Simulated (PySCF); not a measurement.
Bonds (- single, = double, # triple, : aromatic): C1-C2, C2-C3, C3-O4, O4-Si5, Si5-O6, O6-Si7. C1 carries H8, H9, H10; C2 carries H11, H12; C3 carries H13, H14; Si5 carries H15, H16; Si7 carries H17, H18, H19.

How the numbers were obtained: GFN2-xTB geometry, NMR shieldings at PBE0/pcSseg-1/GIAO, in PySCF 2.14.0 with density-fitted response routines (fast rotation and ring inversion assumed for equivalent nuclei, non-relativistic, one computed conformer, no solvent).

Problem. List the cross peaks expected in HSQC, COSY and HMBC spectra.

Solution. 

HSQC (one-bond C–H):
```tsv
δH	δC
3.91 (H13/H14)	64.5 (C3)
1.56 (H11/H12)	30.1 (C2)
1.08 (H8/H9/H10)	13.3 (C1)
```

COSY cross peaks (H two or three bonds apart, from the bond graph; peaks can be absent where the dihedral angle is near 90°):
```tsv
δH	δH
3.91 (H13/H14)	1.56 (H11/H12)
1.56 (H11/H12)	1.08 (H8/H9/H10)
```

HMBC (two and three bonds, from the bond graph):
```tsv
δH	δC
4.95 (H15/H16)	64.5 (C3)
3.91 (H13/H14)	30.1 (C2), 13.3 (C1)
1.56 (H11/H12)	64.5 (C3), 13.3 (C1)
1.08 (H8/H9/H10)	64.5 (C3), 30.1 (C2)
```

References, each an isolated molecule treated in the same way: TMS for $^{1}$H, $^{13}$C.

Short H···H contacts in this conformer between protons four or more bonds apart (candidates for NOE cross peaks, intensity ∝ r⁻⁶): H9···H14 2.56 Å.

Shifts are as computed. Against solution values, carbons near 30 ppm lie about +3 ppm off and those near 130 ppm about +5 ppm. Of 1309 compounds with measured shifts, 239 miss one by over three times the rms of a fit or turn the order of signals round; such compounds aren't used in these exercises.
